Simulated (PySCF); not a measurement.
Input of a run (PBE0-D3(BJ)/def2-SVP geometry optimisation, gas phase (PySCF 2.14.0)), started from GFN2-xTB:
```
{"job": {"xc": "PBE0", "basis": "def2-SVP", "d3": "d3bj", "grid": 1, "shake": 0.01, "kind": "geom"}, "charge": 0, "multiplicity": 1}
O      2.650390     0.803030     0.482720
C      2.192570     0.219880    -0.712060
C      0.675740    -0.085090    -0.677300
C      0.386890    -1.073040     0.442030
C     -1.162740    -1.247020     0.544780
C     -1.806820     0.138280     0.727880
C     -1.341590     1.042100    -0.410540
O      0.066660     1.170320    -0.466650
H      2.015320     1.559720     0.674470
H      2.766590    -0.701690    -0.812310
H      2.393020     0.875690    -1.561020
H      0.386740    -0.496320    -1.635240
H      0.728310    -0.679690     1.374460
H      0.816490    -2.028630     0.239990
H     -1.546640    -1.717010    -0.356750
H     -1.409630    -1.875380     1.403850
H     -2.889030     0.069060     0.727490
H     -1.494130     0.574570     1.685550
H     -1.731140     2.052870    -0.276990
H     -1.748010     0.654340    -1.364270
```

Output (energies in Eh, forces in Eh/bohr):
```
step   0  E = -385.58828899  max force = 0.055254
step   1  E = -385.59456417  max force = 0.007863
step   2  E = -385.59665584  max force = 0.006187
step   3  E = -385.59703705  max force = 0.001318
step   4  E = -385.59705743  max force = 0.000457
step   5  E = -385.59705828  max force = 0.000305
optimisation converged
```

Summarise the run.

The energy falls by 0.239 eV over 6 energy and gradient evaluations, the largest force component goes from 0.0553 to 3.0e-04 Eh/bohr, and the atoms move by 0.054 Å rms after alignment. Among the bonds, C4–C5 and O1–H9 change most and about equally (-0.039 Å). Bonds longer at the end by more than 0.005 Å: 10 of 20; shorter: 7. Among the angles that change most is H13–C4–H14, from 111.5° to 107.0°. The energy never rose by more than 1e-6 Eh on the way. The first step brought 72 % of the lowering.

What are the final bond lengths?

O1–C2 1.397 Å, C2–C3 1.520 Å, C3–C4 1.524 Å, C4–C5 1.524 Å, C5–C6 1.524 Å, C6–C7 1.519 Å, C7–O8 1.406 Å, C3–O8 1.416 Å, O1–H9 0.967 Å, C2–H10 1.102 Å, C2–H11 1.109 Å, C3–H12 1.112 Å, C4–H13 1.103 Å, C4–H14 1.102 Å, C5–H15 1.106 Å, C5–H16 1.101 Å, C6–H17 1.102 Å, C6–H18 1.104 Å, C7–H19 1.100 Å, C7–H20 1.111 Å. Numbering counts from 1 in the input's order; the species is `OC[C@H]1CCCCO1` (tetrahydropyran-2-methanol).

The run used 172 basis functions and 40 SCF cycles in all.

Stationary, but not proved a minimum. One conformer, not necessarily the lowest.
